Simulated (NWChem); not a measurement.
System: Si₂N₂H₆O; SMILES O[SiH]1N[SiH2]N1

```xyz
11

O     -0.5468    -2.2167     0.0042
Si     0.4186    -0.8669     0.0022
N      0.0825     0.3602    -1.1930
Si    -0.1696     1.6158    -0.0046
N      0.0925     0.3677     1.1959
H     -1.4982    -2.0400     0.0546
H      1.7704    -1.4677     0.0095
H     -0.0848     0.3111    -2.1854
H     -1.5206     2.2493    -0.0225
H      0.8264     2.7254     0.0134
H      0.3775     0.4321     2.1614
```
Atoms are numbered in this order, from 1.

Level: B3LYP/6-31G* (spherical d) (NWChem), optimised geometry, unscaled harmonic frequencies. B3LYP is NWChem's, with the RPA form of VWN correlation.

List the harmonic frequencies with IR intensities, and the thermochemistry.


| frequency (cm⁻¹) | IR intensity (km/mol) |
|---|---|
| 128 | 8.6 |
| 187 | 7.4 |
| 223 | 12.0 |
| 343 | 87.5 |
| 389 | 123.7 |
| 437 | 163.5 |
| 524 | 31.5 |
| 591 | 1.9 |
| 674 | 2.1 |
| 697 | 70.1 |
| 708 | 14.8 |
| 788 | 53.5 |
| 797 | 6.4 |
| 844 | 110.8 |
| 886 | 53.8 |
| 936 | 15.9 |
| 952 | 336.6 |
| 989 | 384.2 |
| 1049 | 41.4 |
| 1051 | 40.2 |
| 1089 | 513.2 |
| 2212 | 247.1 |
| 2226 | 227.0 |
| 2291 | 170.3 |
| 3667 | 27.7 |
| 3683 | 50.7 |
| 3781 | 53.2 |

| Quantity | Result |
|---|---|
| zero-point energy | 45.9 kcal/mol |
| thermal correction to the enthalpy at 298.15 K (with zero-point energy) | 50.8 kcal/mol |
| heat capacity Cv | 25.4 cal/(mol K) |
| entropy at 298.15 K and 1 atm (symmetry number 1) | 80.0 cal/(mol K) |
| dipole moment | 1.35 D |

Rigid rotor and harmonic oscillator.
